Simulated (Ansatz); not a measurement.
C$_{2}$H$_{7}$FSSi (`CC[SiH](F)S`), 12 atoms. Charge 0, multiplicity 1. All runs use 4 threads of an Arm Neoverse V2 on a shared host. Correlated methods freeze the cores.

How many basis functions does each run have, and how long does it take in Ansatz? RKS SPW92 (LDA)/def2-TZVPP energy; RHF-CCSD(T)/def2-TZVPP energy; RKS ωB97M-V/def2-TZVPP energy and forces; RKS PBE0-D4/def2-TZVP frequencies; RKS PBE0-D4/def2-TZVP relaxation (7 steps); RKS PBE0-D4/def2-SVP energy; RHF-MP2/def2-QZVPP energy; RKS PBE0-D4/def2-QZVPP energy; RKS ωB97M-V/def2-QZVPP energy; RKS B97M-V/def2-TZVPP energy; direct RPA on PBE orbitals/def2-TZVPP energy; RKS r2SCAN-D4/def2-TZVPP energy and forces. (Estimate.)

The calculation gave: Other jobs shared the machine, so times are rough.

```csv
level,job,functions,wall time,peak host memory (GiB)
RKS PBE0-D4/def2-SVP,energy,113,1.2 s,0.27
RKS SPW92 (LDA)/def2-TZVPP,energy,275,1.5 s,0.39
RKS r2SCAN-D4/def2-TZVPP,energy and forces,275,6 s,0.43
direct RPA on PBE orbitals/def2-TZVPP,energy,275,6.5 s,0.69
RKS PBE0-D4/def2-QZVPP,energy,521,10 s,2.1
RKS B97M-V/def2-TZVPP,energy,275,11 s,0.49
RKS ωB97M-V/def2-TZVPP,energy and forces,275,14 s,1.1
RKS ωB97M-V/def2-QZVPP,energy,521,23 s,2.5
RHF-MP2/def2-QZVPP,energy,521,27 s,3.6
RKS PBE0-D4/def2-TZVP,relaxation (7 steps),209,30 s,0.59
RKS PBE0-D4/def2-TZVP,frequencies,209,3 min,0.6
RHF-CCSD(T)/def2-TZVPP,energy,275,3.8 min,7.3
```
